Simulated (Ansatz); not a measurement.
`[F][Ti]([F])([F])[Cl]` + `C=C(F)I` → `[F][Ti]([F])([Cl])[I]` + `C=C(F)F` at 298.15 K and 1 bar (formal exchange of groups at a Ti–F bond).

Program: Ansatz. Geometries: PBE0-D4/def2-TZVP. ΔE: electronic, gas phase. CBS: MP2 limit from def2 TZ/QZ plus the TZ coupled-cluster correction, frozen cores. def2 core potentials past Kr. For I, Ti outer-core shells are correlated without core-valence functions, which leaves a few kJ/mol of doubt a bond. Scalar relativity is left out up to krypton.

```tsv
species	CCSD(T)/CBS energy (Eh)	H − E (kJ/mol)	S (J/(mol·K))
`[F][Ti]([F])([F])[Cl]`	-1608.34854	41.6	329.6
`C=C(F)I`	-474.49774	103.6	302.4
`[F][Ti]([F])([Cl])[I]`	-1805.98222	39.2	370.8
`C=C(F)F`	-276.85281	109.1	264.6
```

H − E and S are ideal-gas, rigid-rotor, harmonic terms from PBE0-D4/def2-TZVP. 1 Eh = 2625.50 kJ/mol, R = 8.31446 J/(mol·K).

Question: By hand: ΔE, ΔH, ΔS and ΔG.

Answer: ΔE = (-1805.98222) + (-276.85281) − (-1608.34854) − (-474.49774) = 0.01125 Eh = 29.5 kJ/mol. Δ(H − E) = 39.2 + 109.1 − 41.6 − 103.6 = 3.1, so ΔH = 32.6 kJ/mol. ΔS = 370.8 + 264.6 − 329.6 − 302.4 = 3.4 J/(mol·K). ΔG = 32.6 − 298.15 × (3.4)/1000 = 31.6 kJ/mol.

Question: By hand: the equilibrium constant, and the temperature at which ΔG would vanish if ΔH and ΔS stayed fixed.

Answer: log₁₀ K = −ΔG/(RT ln 10) = -5.5. ΔG = 0 at ΔH/ΔS = 9588 K, far beyond where these terms or the molecules hold.

The number of gas molecules stays the same, so ΔS is small and ΔH decides. A doubt of 5 kJ/mol in ΔE shifts log₁₀ K by 0.9 here. These are equilibria of isolated gas molecules and say nothing of rates. Largest T1 diagnostic: 0.024 (customary marks: 0.02 for closed shells, 0.045 for open ones).
